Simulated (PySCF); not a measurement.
H₃N₂, SMILES [NH]N, multiplicity 2. Atoms are numbered in the order given.

```xyz
5

N      0.6569    -0.3489     0.0854
N     -0.5538     0.1842    -0.1150
H      1.3217     0.4227     0.0096
H     -0.7283     1.1621     0.0764
H     -1.3151    -0.4320     0.1213
```
Charge 0, spin multiplicity 2.

Geometry: PBE0-D3(BJ)/def2-TZVP. The isomer is the one that the SMILES or the coordinates give; other isomers of the formula were not compared.

Two levels are set side by side: PBE/pcH-1 (PySCF) and B3LYP/pcH-1 (PySCF). Contact hyperfine couplings, same geometry. Differences are taken from unrounded values.

| quantity | B3LYP | PBE | PBE minus B3LYP |
|---|---|---|---|
| A(iso) of 14N, atom N1 (MHz) | 27.9 | 17.1 | -10.8 |
| A(iso) of 14N, atom N2 (MHz) | 26.8 | 24.1 | -2.7 |
| A(iso) of 1H, atom H3 (MHz) | -47.3 | -40.9 | 6.4 |
| A(iso) of 1H, atom H4 (MHz) | 7.4 | 9.3 | 1.9 |
| A(iso) of 1H, atom H5 (MHz) | -8.4 | -5.7 | 2.7 |

Rough cost on one machine, each run with all the roots and properties that it gave: B3LYP against PBE within a factor of 2.
